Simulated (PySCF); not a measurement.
S⁺ (sulfur, charge +1) across methods

[Ne] 3s1 3p3 4s1, high-spin 6S determinant (an excited configuration). Calculation: PySCF 2.14, in dyall-av3z (19s12p3d2f, 84 functions); the non-relativistic Hamiltonian (point nucleus). The B2PLYP total includes its PT2 part (frozen core); its orbital energies are those of the SCF part.

```
   method  E (hartree)  mean ε 3s α (eV)  mean ε 3p α (eV)  mean ε 4s α (eV)  Σ⟨r²⟩ (bohr²)   ⟨S²⟩
   B2PLYP    -396.8608           -40.485           -26.684            -8.639          36.97  8.750
      PBE    -396.8167           -34.874           -23.495            -7.780          36.36  8.750
     PBE0    -396.8541           -37.749           -25.215            -8.291          36.58  8.750
BHandHLYP    -396.9844           -40.187           -26.512            -8.584          36.90  8.750
      LDA    -395.6003           -34.671           -23.433            -7.958          36.14  8.750
   r2SCAN    -396.9798           -36.202           -24.176            -7.812          36.98  8.750
    TPSSh    -397.0001           -36.367           -24.302            -7.903          36.62  8.750
     BLYP    -396.9786           -34.453           -23.093            -7.589          36.44  8.750
      UHF   -396.49429           -45.732           -29.800            -9.529          37.51  8.750
```

The outer electron is Rydberg-like, and this basis confines it to a smaller radius and binds it less than a complete one would.
